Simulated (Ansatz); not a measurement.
## A substitution series on Ge: OH to F

On one Ge centre, n of the OH ligands are replaced by F. The atomisation energy (no zero-point term) y in kJ/mol at CCSD(T)/def2-TZVPP. Shapes: PBE0-D4/def2-TZVP. Flexible molecules stand in one conformer, not always the lowest. Programs: Ansatz 0.2.0.

| molecule | n | y (kJ/mol) |
| --- | --- | --- |
| Ge(OH)3 | 0 | 2394 |
| Ge(OH)2F | 1 | ? |
| Ge(OH)F2 | 2 | 1700 |
| GeF3 | 3 | 1347 |

Task: Fit y = c + s·n to the known rows and predict Ge(OH)2F.

Result: 
1. Means of the 3 rows: n = 1.66667, y = 1813.7.
2. Σ(Δn)² = 4.6667, Σ(Δn·Δy) = -1627.3, so the slope is -1627.3/4.6667 = -348.7.
3. Intercept: 1813.7 − (-348.7) × 1.66667 = 2394.9. The largest residual of the fit is 2.5.
4. Ge(OH)2F: 2394.9 + (-348.7) × 1 = 2046 kJ/mol.

The run gave 2050 kJ/mol, so the prediction is off by -4 kJ/mol, more than the largest residual. The steps are nearly additive. The slope is the difference between a Ge–F and a Ge–OH bond with the ligands’ own bonds. Other levels give for Ge(OH)2F: r2SCAN-D4/def2-TZVPP 2124; r2SCAN0-D4/def2-TZVPP 2037; wB97X-V/def2-TZVPP 2108 kJ/mol. Coupled cluster in double- or triple-zeta sets underbinds by a few per cent against its basis-set limit. Open shells run unrestricted. Relativity is left out for Ge. Outer-core shells of Ge are correlated, in sets that cover them unevenly.
